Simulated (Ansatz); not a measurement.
`CBC=[Se]` + PH₃ → `CBP` + `C=[Se]` at 600 K and 1 bar (ligand exchange at a B–C bond).

Calculated with Ansatz (gas phase, PBE0-D4/def2-TZVP geometries, no zero-point term in ΔE). CCSD(T)/CBS adds triple-zeta CCSD(T) − MP2 to the extrapolated MP2 energy (def2 sets, frozen cores). This one scheme is used for every species. For Se outer-core shells are correlated without core-valence functions, which leaves a few kJ/mol of doubt a bond. Scalar relativity is left out up to krypton. Each species was taken in one conformer, which may not be the lowest.

```
   species  CCSD(T)/CBS energy (Eh)  H − E (kJ/mol)  S (J/(mol·K))
`CBC=[Se]`              -2504.57879           219.2          402.0
       PH₃               -342.72256            86.3          240.2
     `CBP`               -407.38441           222.4          369.6
  `C=[Se]`              -2439.91603            87.9          275.1
```

H − E and S are ideal-gas, rigid-rotor, harmonic terms from PBE0-D4/def2-TZVP, for one conformer and one mirror image of each species. 1 Eh = 2625.50 kJ/mol, R = 8.31446 J/(mol·K).

Q: By hand: ΔE, ΔH, ΔS and ΔG.

A: ΔE = (-407.38441) + (-2439.91603) − (-2504.57879) − (-342.72256) = 0.00091 Eh = 2.4 kJ/mol. Δ(H − E) = 222.4 + 87.9 − 219.2 − 86.3 = 4.8, so ΔH = 7.2 kJ/mol. ΔS = 369.6 + 275.1 − 402.0 − 240.2 = 2.5 J/(mol·K). ΔG = 7.2 − 600 × (2.5)/1000 = 5.7 kJ/mol.

Q: By hand: the equilibrium constant, and the temperature at which ΔG would vanish if ΔH and ΔS stayed fixed.

A: log₁₀ K = −ΔG/(RT ln 10) = -0.5. ΔG = 0 at ΔH/ΔS = 2880 K, far beyond where these terms or the molecules hold.

The number of gas molecules stays the same, so ΔS is small and ΔH decides. The sign of ΔG lies within the doubt. A doubt of 5 kJ/mol in ΔE shifts log₁₀ K by 0.4 here. Other conformers and mirror images would add mixing entropy, several J/(mol·K) or more a flexible species. These are equilibria of isolated gas molecules and say nothing of rates. Largest T1 diagnostic: 0.018 (customary marks: 0.02 for closed shells, 0.045 for open ones).
